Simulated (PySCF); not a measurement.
## methyl isobutyrate (SMILES COC(=O)C(C)C)

Cartesian coordinates in Å; atom numbers follow the order of the lines, from 1:
```xyz
17

C     2.756   -0.509    0.121
O     1.408   -0.388    0.538
C     0.591    0.262   -0.303
O     0.964    0.734   -1.345
C    -0.830    0.281    0.218
C    -1.652    1.339   -0.498
C    -1.434   -1.120    0.082
H     2.830   -1.109   -0.799
H     3.195    0.479   -0.079
H     3.290   -1.006    0.939
H    -0.761    0.515    1.293
H    -2.691    1.331   -0.138
H    -1.655    1.155   -1.583
H    -1.239    2.346   -0.339
H    -1.500   -1.413   -0.978
H    -0.827   -1.868    0.611
H    -2.451   -1.140    0.502
```

Computed, not measured: TDDFT CAM-B3LYP/aug-cc-pVDZ excited states, vertical, gas phase (PySCF). Geometry: PBE0-D3(BJ)/def2-SVP.

Task: Give the one- and two-photon strengths of the lowest singlets.

Result: δ for parallel linear polarisation; σ at the peak of a Lorentzian of half width 0.1 eV, single beam; Ω is circular over linear.
| state | E (eV) | f | photon λ (nm) | δ (au) | σ (GM) | Ω | main |
| --- | --- | --- | --- | --- | --- | --- | --- |
| S1 | 5.90 | 0.002 | 420 | 0.17 | 0.00 | 1.30 | HOMO→LUMO+8 0.61, HOMO→LUMO+5 0.12 |
| S2 | 7.23 | 0.008 | 343 | 6.85 | 0.13 | 1.37 | HOMO→LUMO 0.71, HOMO→LUMO+4 0.09 |
| S3 | 7.87 | 0.016 | 315 | 8.86 | 0.20 | 1.02 | HOMO−1→LUMO 0.55, HOMO→LUMO+1 0.09 |
| S4 | 7.89 | 0.002 | 314 | 24.1 | 0.55 | 1.44 | HOMO→LUMO+2 0.26, HOMO→LUMO+1 0.25 |
| S5 | 7.96 | 0.010 | 311 | 7.34 | 0.17 | 1.47 | HOMO→LUMO+1 0.39, HOMO→LUMO+2 0.34 |
| S6 | 8.08 | 0.019 | 307 | 32.8 | 0.79 | 0.73 | HOMO→LUMO+3 0.53, HOMO→LUMO+2 0.16 |

Among these, the strongest one-photon state is S6, the strongest two-photon state S6, with a dipole change of 2.6 D (relaxed, norm of the difference vector).
